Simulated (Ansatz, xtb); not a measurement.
A geometry optimisation of C3B with r2SCAN-D4/def2-SVP

The starting geometry of this gas-phase doublet was built from a drawn formula by distance geometry and a force field; its bonds are those of `[C]=C1B=[C]1`.

```xyz
4

C    -2.2108    1.0954    0.4115
C    -1.1543    1.0776   -0.4170
C    -0.5683    0.5475   -1.6417
B     0.2880    1.4184   -1.0916
```

Question: Predict what it relaxes into with r2SCAN-D4/def2-SVP.

Answer: A new bond forms, giving a structure given below by its coordinates. Distances that change by over a tenth: C3–B4 (1.34 → 1.57 Å). Contacts that close: C1–B4 (2.93 → 1.57 Å).

The energy falls by 1.49 eV over 18 steps:

| step | E − E(last) (eV) |
| --- | --- |
| 1 | 1.494 |
| 3 | 1.144 |
| 5 | 1.046 |
| 7 | 1.011 |
| 9 | 0.903 |
| 10 | 0.730 |
| 12 | 0.239 |
| 14 | 0.005 |
| 16 | 0.000 |
| 18 | 0.000 |

Final geometry (Å):

```yaml
atoms:
  - { symbol: C, position_ang: [-1.4895, 1.4000, 0.3557] }
  - { symbol: C, position_ang: [-1.4788, 0.6936, -0.8210] }
  - { symbol: C, position_ang: [-0.4559, 0.5092, -1.7174] }
  - { symbol: B, position_ang: [-0.2212, 1.5362, -0.5561] }
```

From the same start GFN2-xTB ends elsewhere, differing in C1–B4 (3.87 against 1.57 Å here), C2–B4 (2.61 against 1.54 Å here).

The end wasn't checked by frequencies. Open shells are spin-unrestricted. Run with Ansatz 0.2.0, 3.6 min on 1 thread of Intel(R) Xeon(R) Platinum 8259CL CPU @ 2.50GHz (Skylake/Cascade Lake), on a shared host.
